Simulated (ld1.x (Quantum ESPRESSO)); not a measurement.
# Building the ultrasoft potential for potassium (LDA (PZ), non-relativistic).

ld1.x (Quantum ESPRESSO) 7.5 input, shortened:

```
&input
   title='K', zed=19., rel=0, dft='PZ', iswitch=3,
   config='[Ar] 3d0 4s0.5 4p0'
 /
 &inputp
   pseudotype=3, tm=.true., lloc=-1, rcloc=1.75,
   nlcc=.true., new_core_ps=.true., rcore=1.20,
   which_augfun='PSQ', rmatch_augfun=1.75
 /
6
3S  1  0   2.00   0.00  1.70  2.15  0.0
4S  2  0   0.50   0.00  1.70  2.15  0.0
3P  2  1   6.00   0.00  1.95  2.05  0.0
4P  3  1   0.00   0.00  1.95  2.05  0.0
3D  3  2   0.00   0.00  4.30  4.80  0.0
3D  3  2   0.00   0.50  4.30  4.80  0.0
 &test
   configts(1)='3s2 3p6 3d0 4s0.5 4p0'
 /
```

All-electron outer shells of the reference configuration (LDA (PZ), non-relativistic, ld1.x):

| shell | level (eV) | outermost node (bohr) | outermost maximum (bohr) |
| --- | --- | --- | --- |
| 2p | -282.73 | – | 0.26 |
| 3s | -37.74 | 0.48 | 1.08 |
| 3p | -21.72 | 0.45 | 1.15 |
| 4s | -4.41 | 1.59 | 3.78 |
| 4p | -2.47 | 1.85 | 5.04 |
| 3d | -1.70 | – | 2.32 |

(1) Is the overlap operator S = 1 + Σ q|β⟩⟨β| positive definite (Bessel basis up to 400 Ry)?

(2) Tests: 3s2 3p6 3d0 4s1 4p0; 3s2 3p6 3d0 4s0 4p0; 3s2 3p6 3d0 4s0 4p1; 3s2 3p6 3d0.5 4s0.5 4p0; 3s2 3p6 3d1 4s0 4p0; 3s2 3p5 3d0 4s1 4p0; 3s1 3p6 3d0 4s1 4p0. Which has the largest error in its energy relative to the reference configuration, and how large is it?

Answers

(1) No: its lowest eigenvalue is -0.329, in the p channel, so the generalised eigenproblem breaks down once the basis is large enough.

(2) 3s1 3p6 3d0 4s1 4p0, with -55 meV (all-electron minus pseudo) on +39.80 eV.

The ghost test of this file was not conclusive. Its overlap operator is not positive definite in a basis up to 400 Ry (lowest eigenvalue p -0.33), so the file is unfit for use: the generalised eigenproblem breaks down once the basis is large enough, and its test numbers describe a broken file.
